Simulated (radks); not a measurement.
Q: P2+, configuration [Ne] 3s2 3p0.75 4f0.25 (fractional occupations, a model configuration). Calculated with a radial shooting solver on a logarithmic mesh with Libxc functionals: scalar-relativistic Kohn-Sham, r2SCAN, spin-polarised, spherical densities, finite nucleus; open shells are filled with parallel spins first; meta-GGA in the generalised Kohn-Sham scheme; Fermi nuclear charge, rms radius 3.1889 fm. Some entries of the table are withheld. Estimate them.

| orbital | occ. | eigenvalue (eV) | <r> (bohr) | <1/r> (bohr^-1) |
|---|---|---|---|---|
| 1s up | 1 | -2123.475 | 0.1036 | 14.65 |
| 1s down | 1 | -2123.319 | 0.1036 | 14.65 |
| 2s up | 1 | -204.5355 | 0.5168 | 2.839 |
| 2s down | 1 | -204.4307 | 0.5168 | 2.838 |
| 2p up | 3 | -153.1364 | 0.4831 | 2.717 |
| 2p down | 3 | -152.9392 | 0.4831 | 2.716 |
| 3s up | 1 | (1) | (2) | 0.7831 |
| 3s down | 1 | (3) | (4) | 0.7844 |
| 3p up | 0.75 | -26.4004 | (5) | 0.6905 |
| 3p down | 0 | -24.9961 | (6) | 0.6921 |
| 4f up | 0.25 | -4.9038 | 7.167 | 0.1571 |

A: 
(1) 3s up eigenvalue (eV): -36.7585
(2) 3s up <r> (bohr): 1.736
(3) 3s down eigenvalue (eV): -35.2837
(4) 3s down <r> (bohr): 1.736
(5) 3p up <r> (bohr): 1.936
(6) 3p down <r> (bohr): 1.930
